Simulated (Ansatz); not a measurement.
Two isomers of CH4AlFOSi: A = `[F][Al]1[O]C[SiH2]1`, B = `F[CH]1[O][Al]1[SiH3]`.

Calculated with Ansatz (gas phase, PBE0-D4/def2-TZVP geometries, no zero-point term in ΔE). CCSD(T)/CBS adds triple-zeta CCSD(T) − MP2 to the extrapolated MP2 energy (def2 sets, frozen cores). DFT in def2-TZVPP. B3LYP here is the variant with VWN-RPA as its local correlation; programs differ in this.

A:

Z-matrix (Å, degrees):
```
C
Si 1 1.934
Al 1 2.494 2 63.8
O 1 1.441 2 105.7 3 0.0
H 1 1.095 2 111.9 3 -119.2
H 1 1.095 2 111.9 3 119.3
H 2 1.488 1 114.8 3 -116.3
H 2 1.488 1 114.8 3 116.3
F 3 1.642 1 160.4 2 -180.0
```

B:

```xyz
9

F    -0.303    2.776    1.407
C    -0.037    1.457    1.687
O    -1.150    0.631    1.413
Al    0.084    0.169    0.287
Si    0.243   -1.377   -1.590
H     0.297    1.406    2.725
H    -1.011   -2.162   -1.735
H     0.492   -0.599   -2.832
H     1.384   -2.302   -1.363
```

(1) Which isomer does CCSD(T)/CBS put lower? Give the gap. (Estimate.)

(2) Give E(B) − E(A) in kcal/mol with CCSD(T)/def2-SVP, ωB97M-V, HF/def2-TZVPP, B3LYP-D4, LDA (SPW92), PBE0-D4, PBE-D4. (An estimate is asked.)

Largest T1 diagnostic: 0.018.

Answers

(1) The calculation gave: A, by 81.2 kcal/mol.

(2) Ansatz gave: CCSD(T)/def2-SVP 76.8, ωB97M-V 79.9, HF/def2-TZVPP 81.7, B3LYP-D4 78.0, LDA (SPW92) 74.7, PBE0-D4 77.7, PBE-D4 73.8. None reverses the order clearly.

Leaving LDA and LC-ωPBE aside and taking each functional with its dispersion term where it has one, the values, not all of them listed here, spread over 8.1 kcal/mol, from revPBE-D4 to BHLYP-D4. LDA lies +1.6 kcal/mol from PBE without D4. From r2SCAN to r2SCAN0 (25 % exact exchange), in def2-TZVPP and without D4, E(B) − E(A) moves by +2.7 kcal/mol.
